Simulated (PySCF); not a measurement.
Bonds (- single, = double, # triple, : aromatic): C1-C2, C2-C3, C3-C4, C4-C5, C5=O6, C5-Cl7. C1 carries H8, H9, H10; C2 carries H11, H12; C3 carries H13, H14; C4 carries H15, H16.

GIAO shifts from PySCF 2.14.0 with density-fitted response routines on PBE0-D3(BJ)/def2-SVP geometries (one conformer, non-relativistic, equivalent nuclei averaged), against TMS at the same level and in the same medium; PCM means IEF-PCM chloroform.

Measured (solution, not stated per compound (mostly CDCl3 or CCl4); Pretsch, Buehlmann, Badertscher, Structure Determination of Organic Compounds, 4th ed. (2009)): H15/H16 2.88, H13/H14 1.67, H11/H12 1.40, H8/H9/H10 0.93 ppm.

Which unscaled values do PBE0/pcSseg-1, PCM; WP04/pcSseg-1, PCM; wB97X-D/pcSseg-1, PCM give, and how close are they?

Answers


| atoms | measured | PBE0/pcSseg-1, PCM | WP04/pcSseg-1, PCM | wB97X-D/pcSseg-1, PCM |
| --- | --- | --- | --- | --- |
| H15/H16 | 2.88 | 2.85 | 2.83 | 2.79 |
| H13/H14 | 1.67 | 1.32 | 1.38 | 1.30 |
| H11/H12 | 1.40 | 1.10 | 1.08 | 1.07 |
| H8/H9/H10 | 0.93 | 1.02 | 0.99 | 1.02 |

Mean absolute error for $^{1}$H: PBE0/pcSseg-1, PCM 0.19, WP04/pcSseg-1, PCM 0.18, wB97X-D/pcSseg-1, PCM 0.22 ppm.

Carbons that carry Cl, above all several Cl atoms, come out too deshielded, partly because spin–orbit coupling is missing.
